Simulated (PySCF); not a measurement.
Germanium: highly charged ions in a basis for the neutral atom

Ge¹³⁺ [Ar] 3d1, Ge¹⁴⁺ [Ar]. All numbers are calculated (PySCF 2.14, a scalar-relativistic core potential, in cc-pVTZ-PP with ECP10MDF). No spin-orbit coupling, so a gap to NIST mixes the basis error with missing relativistic terms.

Changed run: basis of the neutral atom used for a highly charged ion. This setting is unsound on purpose.

```tsv
species	method	sound run (hartree)	changed run (hartree)	converged
Ge¹³⁺	UHF	not run	-215.10829	yes
Ge¹³⁺	LDA	not run	-215.00995	yes
Ge¹³⁺	M06-L	not run	-215.68928	yes
Ge¹⁴⁺	UHF	not run	-200.14009	yes
Ge¹⁴⁺	LDA	not run	-200.01114	yes
Ge¹⁴⁺	M06-L	not run	-200.63639	yes
```

Ionisation energy of Ge¹³⁺:

```
method  changed run (eV)  NIST (eV)
   UHF            407.31    407 ± 3
   LDA            408.14    407 ± 3
 M06-L            409.61    407 ± 3
```

The contracted functions were made for the neutral atom and can be too rigid for a highly charged ion.
